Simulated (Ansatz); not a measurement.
Frontier orbitals of CH$_{7}$AlBN, SMILES `[BH2][Al]([CH3])[NH2]`.

Cartesian coordinates in Å:
```
B 0.548 1.791 -1.104
Al -0.105 0.131 0.061
C 0.649 -1.669 -0.109
N -1.400 0.375 1.253
H 0.073 2.073 -2.170
H 1.446 2.516 -0.769
H 0.183 -2.379 0.580
H 0.522 -2.060 -1.123
H 1.725 -1.671 0.093
H -1.771 -0.350 1.847
H -1.871 1.245 1.441
```

The species carries charge 0 and has multiplicity 1. The structure was optimised at the PBE0-D4/def2-TZVP level. It is one conformer, not always the lowest. Basis def2-TZVPP, the Gaussian-basis code of Ansatz.

```
 functional  HOMO (eV)  LUMO (eV)  gap (eV)
LDA (SPW92)      -6.02      -3.44      2.58
        PBE      -5.91      -3.15      2.76
     r2SCAN      -6.15      -2.78      3.37
     B97M-V      -6.18      -2.95      3.23
       PBE0      -7.10      -2.13      4.97
    r2SCANh      -6.59      -2.43      4.16
    ωB97X-V      -9.45       0.08      9.53
    ωB97M-V      -9.25      -0.21      9.04
```

From PBE to PBE0 the HOMO moves by −1.19 eV and the LUMO by +1.02 eV, and with ωB97M-V by −3.34 and +2.94 eV, so the gap grows from 2.76 to 9.05 eV with exact exchange.
